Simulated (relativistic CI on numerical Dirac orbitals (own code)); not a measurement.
# How well does a small relativistic CI reproduce O V?

Calculated at this level of theory: Dirac-Coulomb-Breit CI, KLI orbitals optimised for each configuration, QED by a radiative potential, valence Slater integrals scaled by 0.85, P86 correlation estimate, and configurations built on the next ion tied to the tabulated ionisation energy (semi-empirical) (own radial code, finite nucleus).

Configuration list (outside the closed core 1s2): 2s2, 2s 3s, 2s 3p, 2s 2p, 2s 3d, 2s 4s, 2p2, 2p 3s, 2p 3p, 2s 4p, 2s 4d, 2s 4f, 3s2, 3s 3p, 3p2. Levels of other configurations are missing.

| Configuration | Term (tabulated) | J | Measured (cm⁻¹) | Computed | Error | Purity (%) |
| --- | --- | --- | --- | --- | --- | --- |
| 2s2 | 1S | 0 | 0.0 | 0 | 0 | 95 |
| 2s 2p | 3P° | 0 | 81942.5 | 84431 | 2488 | 100 |
| 2s 2p | 3P° | 1 | 82078.6 | 84565 | 2486 | 100 |
| 2s 2p | 3P° | 2 | 82385.3 | 84866 | 2481 | 100 |
| 2s 2p | 1P° | 1 | 158797.7 | 158722 | -76 | 100 |
| 2p2 | 3P | 0 | 213462.5 | 215521 | 2059 | 100 |
| 2p2 | 3P | 1 | 213618.2 | 215673 | 2055 | 100 |
| 2p2 | 3P | 2 | 213887.0 | 215931 | 2044 | 100 |
| 2p2 | 1D | 2 | 231721.4 | 235271 | 3550 | 99 |
| 2p2 | 1S | 0 | 287910.3 | 285610 | -2301 | 94 |
| 2s 3s | 3S | 1 | 546972.7 | 547223 | 250 | 98 |
| 2s 3s | 1S | 0 | 561276.4 | 559808 | -1468 | 96 |
| 2s 3p | 1P° | 1 | 580824.9 | 584006 | 3181 | 89 |
| 2s 3p | 3P° | 0 | 582806.4 | 584227 | 1421 | 99 |
| 2s 3p | 3P° | 1 | 582843.1 | 584269 | 1426 | 96 |
| 2s 3p | 3P° | 2 | 582920.3 | 584334 | 1414 | 99 |
| 2s 3d | 3D | 1 | 600748.9 | 601273 | 525 | 99 |
| 2s 3d | 3D | 2 | 600758.9 | 601282 | 523 | 99 |
| 2s 3d | 3D | 3 | 600779.2 | 601300 | 520 | 99 |
| 2s 3d | 1D | 2 | 612615.6 | 613531 | 916 | 98 |
| 2p 3s | 3P° | 0 | 652918.0 | 653368 | 450 | 99 |
| 2p 3s | 3P° | 1 | 653080.1 | 653530 | 450 | 99 |
| 2p 3s | 3P° | 2 | 653423.3 | 653873 | 450 | 99 |
| 2p 3s | 1P° | 1 | 664485.9 | 664682 | 197 | 91 |
| 2p 3p | 1P | 1 | 672693.8 | 674217 | 1523 | 100 |
| 2p 3p | 3D | 2 | 677348.5 | 678409 | 1061 | 99 |
| 2p 3p | 3D | 3 | 677665.0 | 678724 | 1059 | 99 |
| 2p 3p | 3S | 1 | 683942.9 | 683994 | 51 | 96 |
| 2p 3p | 3P | 1 | 689517.7 | 688566 | -952 | 100 |
| 2p 3p | 3P | 2 | 689708.5 | 688750 | -959 | 100 |
| 2p 3p | 1D | 2 | 697170.2 | 697512 | 342 | 99 |
| 2p 3p | 1S | 0 | 707635.5 | 707108 | -528 | 72 |
| 2s 4s | 3S | 1 | 722480.0 | 723617 | 1137 | 98 |
| 2s 4s | 1S | 0 | 731670.5 | 735401 | 3730 | 74 |
| 2s 4p | 3P° | 0 | 735911.6 | 736275 | 364 | 100 |
| 2s 4p | 3P° | 1 | 735922.0 | 736289 | 367 | 100 |
| 2s 4p | 3P° | 2 | 735949.1 | 736320 | 370 | 100 |
| 2s 4p | 1P° | 1 | 737880.8 | 739386 | 1505 | 98 |
| 2s 4d | 3D | 1 | 742239.4 | 742580 | 341 | 100 |
| 2s 4d | 3D | 2 | 742244.0 | 742582 | 338 | 100 |
| 2s 4d | 3D | 3 | 742248.6 | 742588 | 339 | 100 |
| 2s 4d | 1D | 2 | 746274.9 | 747557 | 1282 | 100 |
| 2s 4f | 1F° | 3 | 749840.5 | 747310 | -2530 | 100 |

Measured levels from Moore, Selected Tables of Atomic Spectra, NSRDS-NBS 3, section 9; pairs were made by configuration, J and term (by order where the table uses no LS term), so strongly mixed levels may be paired wrongly.

Mean error by configuration (cm⁻¹): 2s 2p 1845; 2p2 1481; 2s 3s -609; 2s 3p 1860; 2s 3d 621; 2p 3s 387; 2p 3p 200; 2s 4s 2433; 2s 4p 651; 2s 4d 575; 2s 4f -2530. Over the excited levels the mean absolute error is 1226 cm⁻¹ (42 of the 48 excited levels that our extract of the source holds in range could be paired, and the others can miss by more), and the median relative error of those above 1,000 cm⁻¹ is 0.15 %.
